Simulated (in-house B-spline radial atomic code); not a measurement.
**The neon ion Ne⁴⁺: [He] 2s(1 up, 0 down) 2p(0 up, 2 down) 3d(1 up, 0 down) (an excited or competing configuration)**

All numbers are computed (non-relativistic r2SCAN, spin-polarised, spherical fractional occupations; point nucleus) with an all-electron radial atomic-structure program (B-spline basis), not measured.

Screening seen three ways: the hydrogenic charge with the same mean radius, Z_r = [3n² - l(l+1)]/(2<r>), the one with the same energy, Z_e = n√(-2ε), and Slater's rules. Values are occupation-weighted means over spin.

```tsv
shell	electrons	ε (eV)	<r> (bohr)	Z_r	Z_e	Slater
1s	2	-981.61	0.1573	9.53	8.49	9.70
2s	1	-143.1	0.753	7.97	6.49	7.60
2p	2	-125.36	0.671	7.45	6.07	7.60
3d	1	-34.139	1.978	5.31	4.75	5.00
```

The least bound orbital is 3d up at -34.14 eV, and it is also the most diffuse (<r> = 1.978 bohr).
